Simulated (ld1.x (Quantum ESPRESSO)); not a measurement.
Co: one change to a TM potential, before and after

cobalt, norm-conserving Troullier–Martins (Kleinman–Bylander form), made with ld1.x (Quantum ESPRESSO) 7.5 (PBE, scalar-relativistic). Core [Ar], reference 3d6 4s0 4p0 (charge +3). Waves: 4s (bound, empty): rc 2.00 bohr; 4p (bound, empty): rc 1.85 bohr; 3d (bound): rc 1.25 bohr. Local part: all-electron potential smoothed inside 1.15 bohr (lloc = -1). Core correction: Bessel-smoothed model core, default radius (core density twice the valence density).

Change: wave 3d (bound): rc 1.25 bohr becomes 3d (bound): rc 1.14 bohr.

Cutoffs: the cutoffs (Ry, on a coarse ladder) from which the occupation-weighted sum of valence levels, in a spherical-Bessel basis at the reference potential, stays within 10 and 1 mRy of its value at 400 Ry; they do not see the model core or the augmentation charge, which bear on the density cutoff. Errors are all-electron minus pseudo energies relative to the spin-unpolarised reference configuration.

Task: Predict the effect on cutoff, ghosts and configuration errors.

Result: The potential gets harder (140 Ry and 230 Ry → 180 Ry and 260 Ry); both files keep a bound ghost (p, s); the errors of the 7 common tests hardly move. A smaller radius makes the pseudo-wave follow the all-electron one further in, where it bends more sharply, so more plane waves are needed.

| quantity | base | changed |
| --- | --- | --- |
| cutoff, loose | 140 Ry | 180 Ry |
| cutoff, tight | 230 Ry | 260 Ry |
| bound ghosts | s, p | s, p |
| error for 3d7 4s2 4p0, meV [ΔE -61.69 eV] | -86 | -85 |
| error for 3d7 4s1 4p0, meV [ΔE -52.66 eV] | -150 | -150 |
| error for 3d7 4s0 4p0, meV [ΔE -35.87 eV] | -242 | -246 |
| error for 3d5 4s0 4p0, meV [ΔE 55.35 eV] | -429 | -450 |
| error for 3d7.5 4s1.5 4p0, meV [ΔE -62.65 eV] | -248 | -247 |
| error for 3d7 4s0 4p2, meV [ΔE -52.71 eV] | -8590 | -8594 |
| error for 3d8 4s0 4p0, meV [ΔE -55.21 eV] | -621 | -625 |
| s: phases at 2.19 bohr within 0.05 rad from the reference energy up to (Ry; the scan ends near 5) | 2.0 | 2.0 |
| p: phases at 2.19 bohr within 0.05 rad from the reference energy up to (Ry; the scan ends near 5) | -1.5 | -1.5 |
| d: phases at 2.19 bohr within 0.05 rad from the reference energy up to (Ry; the scan ends near 5) | -0.3 | -0.2 |

Base: These tests converged, but a pseudo level misses the all-electron one widely, so the file describes the atom poorly there or has found another state: 3d7 4s0 4p2: 3d by 7.2 eV (a node warning on the way). Changed file: These tests converged, but a pseudo level misses the all-electron one widely, so the file describes the atom poorly there or has found another state: 3d7 4s0 4p2: 3d by 7.2 eV (a node warning on the way). A true bound ghost makes a file unfit for plane-wave use even where its test errors are small: the radial tests pick states by their node count and pass the ghost by.
